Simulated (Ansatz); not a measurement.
Consider the substitution at a C–Si bond: `C#C[SiH](O)F` + `CC=N` → `C#C/N=C\C` + `O[SiH2]F`.

Calculated with Ansatz (gas phase, PBE0-D4/def2-TZVP geometries, no zero-point term in ΔE). CBS: MP2 limit from def2 TZ/QZ plus the TZ coupled-cluster correction, frozen cores. Functionals use def2-TZVPP. Each species was taken in one conformer, which may not be the lowest.

CCSD(T)/CBS gives +21.0 kcal/mol.

Task: Another level gave +20.9 kcal/mol. Which?
A. r2SCAN0/def2-TZVPP
B. revPBE-D4/def2-TZVPP
C. r2SCAN-D4/def2-TZVPP
D. CCSD(T)/def2-TZVPP

Result: D. CCSD(T)/def2-TZVPP 20.9, r2SCAN-D4 16.5, revPBE-D4 14.7, r2SCAN0 17.5 kcal/mol.

Largest T1 diagnostic among the species: 0.014.

Leaving LDA and LC-ωPBE aside and taking each functional with its dispersion term where it has one, the values, not all of them listed here, spread over 5.6 kcal/mol, from PBE-D4 to ωB97M-V. LDA lies −3.5 kcal/mol from PBE without D4. At CCSD(T), def2-SVP lies −3.7 kcal/mol from the extrapolated value and def2-TZVPP −0.1 kcal/mol.
